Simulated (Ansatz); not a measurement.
C$_{2}$H$_{7}$AlCl$_{2}$OSi (SMILES [CH3][Al]([CH3])[O][SiH](Cl)Cl), singlet, at the geometry of the source list, atoms displaced at random by about 0.08 Å a coordinate; PBE/STO-3G, gradient in Ansatz (a first-principles code).

Ansatz was given this input:
Ansatz 0.2 input:
```yaml
crystal:
  periodic: [false, false, false]
  atoms:
    - {symbol: Si, position_ang: [2.34316588, 0.52657579, -0.20610891]}
    - {symbol: Cl, position_ang: [2.85803939, 2.47263223, -0.71620954]}
    - {symbol: Cl, position_ang: [3.40362750, -0.79742479, -1.34106488]}
    - {symbol: O, position_ang: [0.93099875, 0.36101107, 0.14162547]}
    - {symbol: Al, position_ang: [-0.80409663, -0.15040407, 0.14616026]}
    - {symbol: C, position_ang: [-1.03295060, -2.24214381, 0.18911767]}
    - {symbol: C, position_ang: [-1.72945754, 1.45751796, 0.10521761]}
    - {symbol: H, position_ang: [3.16118171, 0.41675806, 1.41902908]}
    - {symbol: H, position_ang: [-0.47377986, -2.52649535, -0.63569994]}
    - {symbol: H, position_ang: [-2.14172499, -2.52124388, 0.07276608]}
    - {symbol: H, position_ang: [-0.56122296, -2.46122959, 1.16440240]}
    - {symbol: H, position_ang: [-1.04937384, 2.37855361, -0.25308295]}
    - {symbol: H, position_ang: [-2.24914173, 1.86666317, 0.97105812]}
    - {symbol: H, position_ang: [-2.66084693, 1.58168906, -0.72445649]}
basis:
  gaussian:
    orbitals: STO-3G
hamiltonian:
  xc: pbe
output: {forces: true}
```

Output, abridged:

```
Functional definition: PBE
694 factors; integrals over basis functions are off by at most 8.2e-5 eV
mean field evaluation 1: about -43228.7861 eV, gradient 4.3e1 eV
mean field evaluation 2: about -43219.7905 eV, gradient 7.4e1 eV
mean field evaluation 4: about -43235.3454 eV, gradient 5.8e0 eV
mean field evaluation 8: about -43235.3230 eV, gradient 4.3e-1 eV
mean field evaluation 16: about -43235.3237 eV, gradient 7.4e-6 eV
mean field -43235.32367317 eV, -1588.8688390340 hartree, gradient 7.4e-6 eV, S^2 0.000000; 0 other end points of the search recorded, 0 dependent functions left out
the calculation of the forces begins
reference -43235.32370524 eV, -1588.8688402126 hartree; 44, 44 occupied and 14, 14 virtual orbitals, 694 factors
Total energy: -43235.32370524 eV, -1588.8688402126 hartree
Atom 0 at     2.343166     0.526576    -0.206109 Å, force     9.093829     1.123251     5.169781 eV/Å
Atom 1 at     2.858039     2.472632    -0.716210 Å, force     0.119398     1.238295    -0.865673 eV/Å
Atom 2 at     3.403627    -0.797425    -1.341065 Å, force     0.626397    -1.333807    -1.548792 eV/Å
Atom 3 at     0.930999     0.361011     0.141625 Å, force   -10.505978    -2.209117     0.945174 eV/Å
Atom 4 at    -0.804097    -0.150404     0.146160 Å, force     2.746030    -2.285603    -0.070970 eV/Å
Atom 5 at    -1.032951    -2.242144     0.189118 Å, force    -2.770018     4.831565     1.946714 eV/Å
Atom 6 at    -1.729458     1.457518     0.105218 Å, force    -2.645787     4.384872    -4.233641 eV/Å
Atom 7 at     3.161182     0.416758     1.419029 Å, force    -1.576905     0.126580    -3.622573 eV/Å
Atom 8 at    -0.473780    -2.526495    -0.635700 Å, force     1.673907    -1.534584    -2.133297 eV/Å
Atom 9 at    -2.141725    -2.521244     0.072766 Å, force     1.827907     0.123752     0.508717 eV/Å
Atom 10 at    -0.561223    -2.461230     1.164402 Å, force    -0.332674    -0.838291    -0.305526 eV/Å
Atom 11 at    -1.049374     2.378554    -0.253083 Å, force    -1.112899    -2.348921     0.951295 eV/Å
Atom 12 at    -2.249142     1.866663     0.971058 Å, force     0.034109    -0.238477     1.062284 eV/Å
Atom 13 at    -2.660847     1.581689    -0.724456 Å, force     2.822684    -1.039514     2.196508 eV/Å
Dipole moment:    -1.304546    -0.381883     0.247627 e Å
```
